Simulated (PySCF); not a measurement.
Species: BGeH7O2Si.
Bonds: O1–B2, B2–O3, B2–Si4, Si4–Ge5. Hydrogens: H6 on O1; H7 on O3; H8, H9 on Si4; H10, H11, H12 on Ge5.

Method: PBE0-D3(BJ)/def2-SVP geometry optimisation, gas phase (PySCF); density fitting, grid level 1; the optimiser is geomeTRIC in internal coordinates, started from a GFN2-xTB structure with every atom displaced at random (about 0.01 Å).

Step 1: E = -69253.9165 eV
```
atom  x, y, z in Å  |  force x, y, z in eV/Å
O1     -0.7806    0.2553    1.4941   -0.124   0.086   0.099
B2     -1.3706    0.1775    0.2643   -0.263   0.066   0.481
O3     -2.7108    0.2815    0.0659    0.121   0.009  -0.234
Si4    -0.0377   -0.1219   -1.2142   -0.043  -0.011  -0.255
Ge5     2.0282   -0.2502   -0.1215    0.669   0.021   0.418
H6     -1.3607    0.4288    2.2489    0.057  -0.061  -0.148
H7     -3.2382    0.4301    0.8574   -0.027  -0.003   0.078
H8      0.0113    0.9647   -2.2303   -0.040   0.195  -0.056
H9     -0.2648   -1.3743   -1.9769   -0.094  -0.259  -0.079
H10     2.4320    1.0562    0.5765   -0.139   0.256  -0.008
H11     3.2446   -0.5918   -0.9813    0.112  -0.073  -0.383
H12     2.0868   -1.2840    1.0082   -0.228  -0.226   0.087
```

Step 2: E = -69253.9821 eV
```
atom  x, y, z in Å  |  force x, y, z in eV/Å
O1     -0.8289    0.2723    1.5382   -0.093   0.018  -0.025
B2     -1.3859    0.1851    0.2953    0.106  -0.003   0.092
O3     -2.7152    0.2877    0.0399    0.044   0.004  -0.067
Si4    -0.0205   -0.1263   -1.1846   -0.065  -0.033  -0.097
Ge5     2.0951   -0.2560   -0.1223    0.401  -0.004   0.178
H6     -1.4366    0.4322    2.2700   -0.024  -0.009   0.008
H7     -3.2740    0.4330    0.8120   -0.019   0.004   0.025
H8      0.0059    0.9773   -2.1981   -0.024   0.032   0.030
H9     -0.2709   -1.3930   -1.9459   -0.028  -0.013   0.034
H10     2.4729    1.0802    0.5591   -0.093  -0.004  -0.055
H11     3.2720   -0.5972   -1.0673   -0.106   0.010  -0.059
H12     2.1259   -1.3235    0.9948   -0.101  -0.003  -0.064
```

Step 3: E = -69253.9978 eV
```
atom  x, y, z in Å  |  force x, y, z in eV/Å
O1     -0.8828    0.2827    1.5792    0.057  -0.024   0.018
B2     -1.3830    0.1874    0.3153    0.085   0.004   0.071
O3     -2.7033    0.2929    0.0212   -0.079  -0.006  -0.112
Si4     0.0001   -0.1315   -1.1538   -0.030  -0.006   0.021
Ge5     2.1495   -0.2599   -0.1279    0.030  -0.001  -0.026
H6     -1.5284    0.4353    2.2795   -0.008   0.002  -0.003
H7     -3.2847    0.4402    0.7773    0.018   0.001  -0.018
H8      0.0046    0.9807   -2.1609   -0.012  -0.009   0.021
H9     -0.2708   -1.4019   -1.9065   -0.004   0.032   0.033
H10     2.5049    1.0883    0.5354   -0.008  -0.031  -0.008
H11     3.2722   -0.5966   -1.1365   -0.050   0.015   0.029
H12     2.1613   -1.3459    0.9687    0.001   0.024  -0.026
```

Problem. Estimate the geometry and energy of step 4. (The exact step hangs on the optimiser's Hessian estimate; all steps are aligned on step 3, rigid shifts and turns removed.)

Solution. E = -69253.9991 eV, largest force 0.210 eV/Å
```
atom  x, y, z in Å  |  force x, y, z in eV/Å
O1     -0.8891    0.2781    1.5989   -0.141  -0.005  -0.010
B2     -1.3825    0.1878    0.3318    0.176  -0.028  -0.111
O3     -2.6931    0.2955   -0.0094    0.007   0.004   0.097
Si4     0.0028   -0.1330   -1.1286    0.016   0.007   0.024
Ge5     2.1669   -0.2598   -0.1303   -0.109   0.003  -0.082
H6     -1.5409    0.4317    2.2932   -0.011   0.007   0.031
H7     -3.2997    0.4478    0.7253   -0.020   0.006   0.006
H8     -0.0072    0.9811   -2.1324    0.000  -0.007  -0.007
H9     -0.2808   -1.4030   -1.8743    0.008   0.009   0.002
H10     2.5201    1.0895    0.5257    0.025  -0.009   0.018
H11     3.2601   -0.5931   -1.1666    0.016   0.005   0.022
H12     2.1830   -1.3508    0.9577    0.033   0.006   0.010
```

The energy changes by -0.0013 eV. The first-order estimate −F·Δx gives -0.0074 eV and the mean of the old and new forces, exact on a quadratic surface, -0.0014 eV. The step makes an angle of 70° with the force vector and moves no atom by more than 0.055 Å.

The cost below is that of the whole optimisation. Hardware: one thread of an Arm Neoverse N1, no GPU, on a shared host. Cost: 2.1 min of wall time, 0.53 GiB resident at most.
